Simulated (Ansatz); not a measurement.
Input file for `CBS[SiH2]C`:

```yaml
crystal:
  periodic: [false, false, false]
  atoms:
    - {symbol: C, position_ang: [-1.416813, 1.240699, 2.133364]}
    - {symbol: B, position_ang: [-0.530611, 0.413813, 1.155425]}
    - {symbol: S, position_ang: [0.868586, 1.164658, 0.328885]}
    - {symbol: Si, position_ang: [1.555337, -0.517984, -0.829871]}
    - {symbol: C, position_ang: [0.347068, -0.949163, -2.180849]}
    - {symbol: H, position_ang: [-1.123104, 2.284938, 2.249532]}
    - {symbol: H, position_ang: [-1.411192, 0.763887, 3.120958]}
    - {symbol: H, position_ang: [-2.461782, 1.204134, 1.803247]}
    - {symbol: H, position_ang: [-0.771257, -0.742982, 0.945689]}
    - {symbol: H, position_ang: [1.771407, -1.672166, 0.079428]}
    - {symbol: H, position_ang: [2.862113, -0.100615, -1.402228]}
    - {symbol: H, position_ang: [-0.618671, -1.230009, -1.755465]}
    - {symbol: H, position_ang: [0.720700, -1.790149, -2.771257]}
    - {symbol: H, position_ang: [0.195418, -0.098259, -2.848158]}
basis:
  gaussian: {orbitals: def2-SVP}
correlation: {method: ccsd_t}
```

```sh
$ ansatz run in.yaml --threads 4 --pin off --events-out ev --progress --plain
```

Output of Ansatz, abridged:

```
Functional definition: HF
  name "HF"
  cite "Fock, Z. Phys. 61, 126 (1930) doi:10.1007/BF01340294"
  parent pbe
  exchange = exact_x
  correlation = 0
1228 factors; integrals over basis functions are off by at most 1.4e-3 eV
mean field evaluation 1: about -21545.6250 eV, gradient 3.1e1 eV
mean field evaluation 2: about -21545.6864 eV, gradient 3.1e1 eV
mean field evaluation 4: about -21548.6337 eV, gradient 3.0e0 eV
mean field evaluation 8: about -21548.6745 eV, gradient 1.5e-1 eV
mean field evaluation 16: about -21548.6088 eV, gradient 4.3e-1 eV
mean field -21548.67462009 eV, -791.8991860721 hartree, gradient 7.6e-6 eV, S^2 0.000000; 0 other end points of the search recorded, 0 dependent functions left out
13 core orbitals not correlated: weight in the atoms' cores, before any rotation towards them, 1.000 or more for the frozen orbitals, at most 0.000 for the correlated occupied ones
reference -21548.67462009 eV, -791.8991860721 hartree; 15, 15 occupied and 95, 95 virtual orbitals, 1228 factors
second order -16.49549491 eV of doubles, -0.00000000 eV of singles
cycle   1  -17.89933463 eV  change    -1.4e0 eV  update   9.5e-2
cycle   2  -18.42156018 eV  change   -5.2e-1 eV  update   2.9e-2
cycle   3  -18.49778399 eV  change   -7.6e-2 eV  update   1.3e-2
cycle   4  -18.49482178 eV  change    3.0e-3 eV  update   4.7e-3
cycle   5  -18.49361144 eV  change    1.2e-3 eV  update   2.0e-3
cycle   6  -18.49345650 eV  change    1.5e-4 eV  update   6.1e-4
cycle   7  -18.49345404 eV  change    2.5e-6 eV  update   1.9e-4
cycle   8  -18.49348042 eV  change   -2.6e-5 eV  update   5.7e-5
cycle   9  -18.49347628 eV  change    4.1e-6 eV  update   1.7e-5
perturbative correction -0.55492601 eV, -0.0203931546 hartree
Total energy: -21567.72302238 eV, -792.5992019447 hartree
```

It took 9.5 s on 4 threads of a server CPU on a shared host, with 0.67 GiB of host memory at the peak.

MP2 recovers 86.6 % of the CCSD(T) correlation energy and the triples give 2.9 %; T1 = 0.0121.
